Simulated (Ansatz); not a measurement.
Sn₃F₆⁺, that is cyclo-(SnF2)3 with one electron fewer, relaxed as a doublet with UKS PBE-D4/def2-SVP in Ansatz, starting from the PBE-D4/def2-SVP geometry of the neutral singlet. Force threshold 0.02 eV/Å.

In the def2 sets Sn takes a core potential; there is no spin–orbit coupling. The relaxation made no stability test and no search for a lower SCF solution.

Start:

```xyz
9

Sn   -0.337    1.626   -1.135
F    -0.319    1.646    1.068
F    -1.933    0.372   -0.278
Sn   -1.113   -0.328    1.644
F     1.069   -0.626    1.555
F    -0.545   -1.900    0.208
Sn    1.450   -1.299   -0.508
F     0.057   -0.383   -1.950
F     1.671    0.892   -0.603
```

Task: Estimate the energy that the relaxation releases and the steps that it takes.

Result: 0.21 eV, in 8 steps; 28 s on 4 threads of Arm Neoverse V1 on a shared host. No frequencies were taken in this run, so the end may be a saddle point.

Task: Does the start keep its bonding and symmetry?

Result: By distances, no bond broke or formed. The bond that changes most is Sn1–F9, from 2.20 to 2.09 Å (atoms count from 1). Point group D3h at the start, C2v at the end, both within 0.05 Å.

Task: Predict the relaxed structure.

Result: 
```tsv
atom	x (Å)	y (Å)	z (Å)
Sn1	-0.308	1.484	-1.036
F2	-0.330	1.682	1.042
F3	-1.940	0.411	-0.301
Sn4	-1.122	-0.389	1.712
F5	1.054	-0.560	1.508
F6	-0.558	-1.833	0.162
Sn7	1.488	-1.378	-0.480
F8	0.053	-0.344	-1.975
F9	1.663	0.926	-0.632
```
Bond lengths (bridged metal pairs left out): 12 × F–Sn 2.09 to 2.32 Å.
